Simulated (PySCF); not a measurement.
**How methods differ on the ionisation energy of Cs⁺**

Cs⁺ [Xe] (1S) → Cs²⁺ [Kr] 4d10 5s2 5p5 (2P), as a difference of total energies. All numbers are calculated (PySCF 2.14, the spin-free X2C one-electron Hamiltonian (Gaussian nucleus), in Sapporo-DKH3-DZP-2012 (8s6p3d, 41 functions)). Correlated levels: valence: [Kr] 4d10 5s2 frozen. The calculations carry no spin-orbit coupling.

```json
{"method": "UHF", "ionisation energy (eV)": "22.677"}
{"method": "M06-2X", "ionisation energy (eV)": "23.555"}
{"method": "MP2 (valence)", "ionisation energy (eV)": "23.463"}
{"method": "CCSD (valence)", "ionisation energy (eV)": "23.450"}
{"method": "CCSD(T) (valence)", "ionisation energy (eV)": "23.452"}
```

Q: Estimate what SCS-MP2 (valence) gives.

A: 23.420 eV, closest to CCSD (valence) among the rows shown.

Q: Estimate what TPSS gives.

A: 23.591 eV, closest to M06-2X among the rows shown.

The reference lies between the lowest fine-structure levels, while these numbers refer to the centres of the terms.

Errors of the correlated levels include the incompleteness of this basis and the frozen core.

For comparison: 23.157 eV (measured; NIST Atomic Spectra Database, ionization energies).
